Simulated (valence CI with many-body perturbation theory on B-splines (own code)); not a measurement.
Values are calculated unless marked as measured or tabulated.
# Co22+: configurations and terms from energies and g

Level of theory: relativistic CI+MBPT: three valence electrons over a frozen Dirac-Fock core [He], radial functions for each j: 11 s, 11 p, 10 d, 8 f, 5 g, 2 h, with the one-electron correlation potential Σ1, the two-electron term Σ2, the three-electron term Σ3, Breit, model QED; selected CI, second order for the rest, scaled by the run's own slope (own B-spline code, finite nucleus).

No measured levels were compared; by estimate levels of excited configurations hold to 0.05 to 0.15 % of their energy, terms of the ground configuration to about 0.5 %.

| No. | J | Parity | E (cm⁻¹) | g |
| --- | --- | --- | --- | --- |
| 1 | 1/2 | odd | 0 | 0.660 |
| 2 | 3/2 | odd | 139680 | 1.330 |
| 3 | 1/2 | even | 430320 | 2.625 |
| 4 | 3/2 | even | 498120 | 1.724 |
| 5 | 5/2 | even | 559080 | 1.567 |
| 6 | 3/2 | even | 788510 | 0.829 |
| 7 | 5/2 | even | 819190 | 1.225 |
| 10 | 3/2 | even | 1065400 | 1.302 |
| 11 | 3/2 | odd | 1337900 | 1.898 |
| 12 | 3/2 | odd | 1486200 | 0.957 |
| 13 | 5/2 | odd | 1523300 | 1.196 |
| 14 | 1/2 | odd | 1672700 | 0.660 |
| 15 | 3/2 | odd | 1746200 | 1.268 |
| 16 | 1/2 | even | 8850500 | 2.000 |

Energies count from the lowest level. Strongly mixed levels and levels close to another of their J and parity are left out, so the numbers can have gaps.

Q: Give configuration and LS term of each level.

A: 1: 2s2 2p 2P°; 2: 2s2 2p 2P°; 3: 2s 2p2 4P; 4: 2s 2p2 4P; 5: 2s 2p2 4P; 6: 2s 2p2 2D; 7: 2s 2p2 2D; 10: 2s 2p2 2P; 11: 2p3 4S°; 12: 2p3 2D°; 13: 2p3 2D°; 14: 2p3 2P°; 15: 2p3 2P°; 16: 2s2 3s 2S.
